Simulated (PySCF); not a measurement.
Species: C6H10Si2 (charge +1 and doublet state).
Z-matrix (Å and degrees, GFN2-xTB geometry), rows numbered from 1:
```
Si
C   1  1.9632
C   2  1.3718  1  120.09
C   3  1.3981  2  119.42  1   179.83
C   4  1.3718  3  119.43  2     0.46
Si  5  1.9631  4  120.05  3   179.82
C   5  1.3739  4  121.13  3    -0.46
C   2  1.3740  1  118.77  3  -179.71
H   1  1.4587  2  104.77  3   -14.16
H   1  1.4603  2  103.47  3  -134.40
H   1  1.4619  2  102.52  3   105.90
H   3  1.0788  2  122.48  1     0.05
H   4  1.0788  3  118.13  2  -179.79
H   6  1.4603  5  103.48  4  -134.35
H   6  1.4619  5  102.55  4   105.93
H   6  1.4587  5  104.75  4   -14.09
H   7  1.0789  5  122.19  4  -179.80
H   8  1.0789  2  122.21  1    -0.09
```

Identity: `[SiH3]C1=CC=C([SiH3])[CH+][CH]1` [radical] (charge +1).

Method used: UKS B3LYP, pcH-1 on C H Si, non-relativistic, mean-field spin-orbit, GIAO in PySCF. Isolated species at its GFN2-xTB geometry, gas phase. Couplings are sensitive to structure, and on GFN2-xTB geometries they can be far from those on DFT ones, by a factor of two or more for some ions and for spin on atoms past the first row. Stability of the SCF solution: not tested. No frequencies were computed at this geometry's level, so the symmetric structure isn't shown to be a minimum.

(1) What is the g tensor, term by term?

(2) What effective moment and Curie constant follow for a powder?

(3) What are the electron Larmor frequencies g μB B/h along the three axes at 340 mT?

(4) Average each term over the three axes. Which is largest in size?

(5) In a frozen sample, at which fields do the three g values resonate at 9.5, 34, 94 and 263 GHz (hyperfine left aside), and which band first spreads them over more than twice a line width of 0.5 mT?

Answers

(1) 
```
                    Δg (ppm)     1     2     3
relativistic mass correction  -130  -130  -130
            gauge correction    10    28    37
   orbital Zeeman/spin–orbit  -472   556  4195
                       total  -592   454  4102
```

So g = 2.00173, 2.00277, 2.00642 and g_iso = 2.00364; the tensor is rhombic: the two nearest values differ by 22 % of g3 − g1. 

(2) With the mean of g² = 4.0146 and S(S+1) = 0.75: μ_eff = √(⟨g²⟩S(S+1)) = 1.735 μB and χT = 0.12505·⟨g²⟩·S(S+1) = 0.377 cm³ K/mol (cgs; spin-Hamiltonian part alone).

(3) 9.5257, 9.5306, 9.5480 GHz for g1, g2 and g3, a range of 22.3 MHz.

(4) The orbital-Zeeman/spin–orbit term 1426, the mass correction -130 and the gauge correction 25 ppm, for a total of 1322 ppm. The orbital-Zeeman/spin–orbit term is the largest in size. The mass correction is the same along every axis, so the anisotropy comes from the other two: their spans along these axes are 27 (gauge) and 4667 ppm (orbital Zeeman/spin–orbit).

(5) 
| band | GHz | B(g3) mT | B(g2) mT | B(g1) mT | spread mT |
| --- | --- | --- | --- | --- | --- |
| X | 9.5 | 338.29 | 338.91 | 339.08 | 0.79 |
| Q | 34.0 | 1210.72 | 1212.93 | 1213.56 | 2.84 |
| W | 94.0 | 3347.30 | 3353.39 | 3355.15 | 7.85 |
| J | 263.0 | 9365.31 | 9382.37 | 9387.27 | 21.96 |

The spread grows in proportion to the frequency. Q band is the first where it exceeds 1.0 mT.

Largest spin populations (Mulliken): C2 (+0.41) and C5 (+0.41).

The HOMO–LUMO gaps are 6.34 eV among the α and 1.56 eV among the β orbitals.

The SMILES draws the unpaired electron on C8; the largest computed Mulliken spin population is on C2 (0.41 against 0.03).
